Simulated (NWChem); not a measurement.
System: C2HF3; SMILES FC(=CF)F

Computed with NWChem. Pople sets run with spherical d functions. Coordinates come from a PBE0/def2-SVP optimisation. Level: PBE/6-31G* with COSMO at NWChem's default radii, gas-phase geometry; the question gives the dielectric constant.

What does the run give for dielectric constant 2.4? Quantities: electrostatic solvation energy (kcal/mol); dipole in solution (D).


- electrostatic solvation energy (kcal/mol) = -0.7
- dipole in solution (D) = 1.06
